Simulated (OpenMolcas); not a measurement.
An atom or ion with 34 electrons was computed by SS-RASPT2, IPEA 0.25 Eh, imaginary shift 0.1 Eh with spin-orbit coupling (OpenMolcas, ANO-RCC-VQZP, DKH2). The lowest levels that the run gave, each within 12 % of the measured value where one is at hand:

```csv
J,Parity,E (eV),g
2,even,0.0000,1.494
1,even,0.2252,1.501
0,even,0.295,
2,even,1.195,1.008
0,even,2.793,
```

Problem. Which ion is it, and what are the configurations and terms?

Solution. Se (Z = 34, neutral; active space 6 electrons in 9 orbitals (RAS2 4s 4p; RAS3 4d, at most 2 electrons)). J, parity and g give the terms where levels are pure, and mixed ones are named by the computed weights; the size of the splittings, set against known spectra of the 34-electron sequence, gives the charge. In order, with the measured energies in eV (NIST Handbook of Basic Atomic Spectroscopic Data): 4s2 4p4 3P2, 4s2 4p4 3P1 (0.2467), 4s2 4p4 3P0 (0.3142), 4s2 4p4 1D2 (1.1873), 4s2 4p4 1S0 (2.7830).

CASPT2 does not keep the components of a term degenerate, so their means are used; among the terms shown or strongly mixed into the levels shown the widest spread is 48 cm-1 (4s2 4p4 1D). Active for correlation alone: 4d; no level in the range computed is led by a configuration that fills it, so any true level of that kind is missing. Computed and measured levels are paired by configuration, term and J; levels that our copy of the source lacks, or whose pairing is in doubt (as where it misses far off the trend of its configuration), stay unpaired and out of the deviations. Levels of configurations outside the active space are missing.
